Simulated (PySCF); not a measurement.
C₈H₁₃FO.
Numbering: `[CH3:1][CH2:2][C@@H:3]([CH3:4])[C@H:5]1[CH:6]=[C:7]([F:8])[O:9][CH2:10]1` (hydrogens: H11, H12, H13 on C1; H14, H15 on C2; H16 on C3; H17, H18, H19 on C4; H20 on C5; H21 on C6; H22, H23 on C10)

Structure optimised with GFN2-xTB, isolated species.

(1) Give the optimised bond lengths and angles.

Results:

(1) 
```tsv
bond	length (Å)	order
C1–C2	1.524	single
C2–C3	1.533	single
C3–C4	1.527	single
C3–C5	1.545	single
C5–C6	1.506	single
C6=C7	1.324	double
C7–F8	1.327	single
C7–O9	1.351	single
O9–C10	1.429	single
C5–C10	1.549	single
C1–H11, C1–H12, C1–H13	1.087	single
C2–H14	1.091	single
C2–H15	1.092	single
C3–H16	1.097	single
C4–H17, C4–H18, C4–H19	1.087	single
C5–H20	1.095	single
C6–H21	1.069	single
C10–H22	1.093	single
C10–H23	1.094	single
```

Bonds in one row agree within 0.01 Å and their mean is given. Orders are formal, as drawn. A selection of angles:
```tsv
angle	degrees
C1–C2–C3	113.0
C2–C3–C4	111.6
C2–C3–C5	111.4
C4–C3–C5	109.9
C3–C5–C6	113.6
C3–C5–C10	113.5
C6–C5–C10	100.9
C5–C6–C7	107.8
C6–C7–F8	128.6
C6–C7–O9	117.0
F8–C7–O9	114.4
C7–O9–C10	106.1
C5–C10–O9	107.8
```

Dihedral angles: C1–C2–C3–C4 71° (synclinal); C2–C3–C5–C6 -46° (synclinal); C3–C5–C6–C7 117° (anticlinal); C5–C6–C7–F8 -179° (antiperiplanar); C6–C7–O9–C10 3° (synperiplanar); C7–O9–C10–C5 -6° (synperiplanar); C3–C5–C10–O9 -115° (anticlinal).

Of the pairs four or more bonds apart, C10···H15 is among the closest relative to their van der Waals radii: 2.70 Å, 93 % of the sum of Bondi's values. The C–O distances run from 1.351 Å (C7–O9, drawn single) to 1.429 Å (O9–C10, drawn single), a spread of 0.078 Å. The 5-membered ring C5–C6–C7–O9–C10 has internal angles of 100.9° to 117.0° (sum 540°, against 540° for a flat polygon); it is almost planar, 0.03 Å rms from its mean plane, widest ring torsion 7°. The 7 C–C bonds span 1.324 Å (C6=C7, drawn double) to 1.549 Å (C5–C10, drawn single), a spread of 0.225 Å.

Point group: C1 (no symmetry element, even within 0.4 Å). Whether it is a minimum is left open (no frequencies). The numbers are those of one conformer.

All values are computed, not measured.
